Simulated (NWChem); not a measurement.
System: SbH₂O₂Cl; SMILES [OH][Sb]([OH])[Cl]

Here is an NWChem input.

```
start job
memory heap 200 mb stack 900 mb global 1100 mb
geometry units angstroms noautoz
  Sb    -0.118546    -0.428611     0.414133
  Cl     0.186046     1.897549    -0.073763
  O      1.621715    -0.927183    -0.374198
  H      2.028561    -0.173124    -0.823365
  O     -1.264429    -0.900172    -1.114560
  H     -0.846330    -0.730121    -1.969886
end
basis spherical
  * library def2-svp
end
ecp
  Sb library def2-ecp
end
dft
  xc xcamb88 1.00 lyp 0.81 vwn_5 0.19 hfexch 1.00
  cam 0.33 cam_alpha 0.19 cam_beta 0.46
  iterations 150
  vectors input atomic output neutral.movecs
end
task dft energy
charge 1
dft
  odft
  mult 2
  vectors input atomic output cation.movecs
end
task dft energy
```

Coordinates come from a PBE0/def2-SVP optimisation. Not confirmed as a minimum by frequencies. def2 effective core potentials on Sb; no spin-orbit coupling.

Ions are spin-unrestricted doublets at the neutral geometry; other ion states weren't tried.

**Question.** Predict the main results of this run. (CAM-B3LYP/def2-SVP with def2 effective core potentials on Sb, vertical spin-unrestricted ions.) Quantities: vertical ionisation energy, ΔSCF (eV); −ε(HOMO) (eV).

**Answer.** 
```json
{
 "vertical ionisation energy, ΔSCF (eV)": "10.64",
 "−ε(HOMO) (eV)": "9.52"
}
```
